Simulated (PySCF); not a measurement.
HOP, SMILES O=P. Coordinates come from a TPSSh-D3(BJ)/def2-TZVPD optimisation.

Level of theory: TPSSh-D3(BJ)/def2-TZVPD (PySCF).

Harmonic wavenumbers (cm⁻¹): 1002, 1213, 2126. Rotational constants (GHz): 263.8, 20.91, 19.38; symmetry number 1.

Work out the zero-point energy and the ideal-gas rigid-rotor harmonic-oscillator thermochemistry at 298.15 K and 1 atm.

ZPE = ½ Σ hcν = ½ × 4341 cm⁻¹ = 6.21 kcal/mol. H − E(el) = 8.61 kcal/mol. Entropy in cal/(mol K): translation 37.53, rotation 18.65, vibration 0.13, total 56.31. G − E(el) = -8.18 kcal/mol. Cp = 8.53 cal/(mol K).
